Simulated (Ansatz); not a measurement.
Species: CdCl₂, charge 0, singlet. CdCl2 (SMILES [Cd]([Cl])[Cl]).
B3LYP-D3(BJ)/def2-TZVP minimum from Ansatz (a first-principles code):
```
Cd
Cl 1 2.2851
Cl 1 2.2851 2 180.00
```

Atomisation energy term by term, kcal/mol (programs: Ansatz). Radicals and triplets start from unrestricted determinants; spin-orbit coupling is neglected. Cores are frozen in correlated methods (noble-gas shells, and filled d and f shells in the p block). Past Kr the def2 sets carry scalar-relativistic core potentials. CBS(X,Y): correlation extrapolated as X^-3, Hartree-Fock from the larger set. A bracket is a step between two methods taken in the basis named.

```json
[
 {"term": "Hartree-Fock", "basis": "def2-QZVPP", "kcal/mol": "104.74"},
 {"term": "CCSD correlation", "basis": "CBS(def2-TZVPP,def2-QZVPP)", "kcal/mol": "28.42"},
 {"term": "(T)", "basis": "CBS(def2-TZVPP,def2-QZVPP)", "kcal/mol": "3.83"},
 {"term": "CCSDT(Q) - CCSD(T)", "basis": "def2-SVP", "kcal/mol": "0.31"},
 {"term": "sum: De", "basis": "", "kcal/mol": "137.3"}
]
```
